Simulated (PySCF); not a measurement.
A species of formula C5H11NOSi2 has this rotational fingerprint, computed with PBE0/pcSseg-1 in PySCF (dipole) on a GFN2-xTB geometry, gas phase:

* Rotational constants: A = 1538, B = 929.7, C = 669.0 MHz
* Dipole components: |μa| = 4.49 D, |μb| = 0.24 D, |μc| = 0.17 D
* Inertial defect: -116.74 u·Å²
* κ: -0.40

Task: Which candidate fits, each taken in the one conformer that was computed?
A. `[CH2:1]=[C:2]([CH3:3])[CH2:4][O:5][Si@@H:6]([SiH3:7])[C:8]#[N:9]` with C1–C2–C4–O5 0°, C2–C4–O5–Si6 151°, C4–O5–Si6–Si7 -168°
B. `[CH3:1]/[CH:2]=[CH:3]\[Si@@H:4]1[NH:5][SiH2:6][CH2:7][C:8]1=[O:9]` with C2–C3–Si4–N5 164°, C3–Si4–N5–Si6 -119°, Si4–N5–Si6–C7 16°, N5–Si6–C7–C8 -31°, Si6–C7–C8–O9 -140°
C. `[CH3:1][O:2][C@@H:3]1[CH2:4][C@@H:5]([C:6]#[N:7])[SiH2:8][SiH2:9]1` with C1–O2–C3–C4 -75°, O2–C3–C4–C5 -56°, C3–C4–C5–C6 -175°, C4–C5–Si8–Si9 23°, C5–Si8–Si9–C3 5°
D. `[CH2:1]=[CH:2][CH2:3][C@H:4]([C:5]#[N:6])[O:7][SiH2:8][SiH3:9]` with C1–C2–C3–C4 117°, C2–C3–C4–C5 -168°, C3–C4–O7–Si8 -145°, C4–O7–Si8–Si9 176°

Result: C. It is CO[C@@H]1C[C@@H](C#N)[SiH2][SiH2]1, an asymmetric top, point group C1. The candidates at the same level (rigid rotor, commonest isotopes):

| SMILES | A (MHz) | B (MHz) | C (MHz) | μa (D) | μb (D) | μc (D) | Δ (u·Å²) | point group | rotor |
| --- | --- | --- | --- | --- | --- | --- | --- | --- | --- |
| C=C(C)CO[Si@@H]([SiH3])C#N | 1551 | 639.1 | 510.7 | 1.18 | 2.25 | 1.93 | -127.01 | C1 | asymmetric top |
| C=CC[C@H](C#N)O[SiH2][SiH3] | 1333 | 667.3 | 493.1 | 0.04 | 3.30 | 1.13 | -111.64 | C1 | asymmetric top |
| C/C=C\[Si@@H]1N[SiH2]CC1=O | 2016 | 804.5 | 648.5 | 0.12 | 2.66 | 1.16 | -99.58 | C1 | asymmetric top |
| CO[C@@H]1C[C@@H](C#N)[SiH2][SiH2]1 | 1538 | 929.7 | 669.0 | 4.49 | 0.24 | 0.17 | -116.74 | C1 | asymmetric top |

`C=CC[C@H](C#N)O[SiH2][SiH3]` has B 28 % too low; `C/C=C\[Si@@H]1N[SiH2]CC1=O` has A 31 % too high; `C=C(C)CO[Si@@H]([SiH3])C#N` has B 31 % too low. No structure here is proved a minimum.
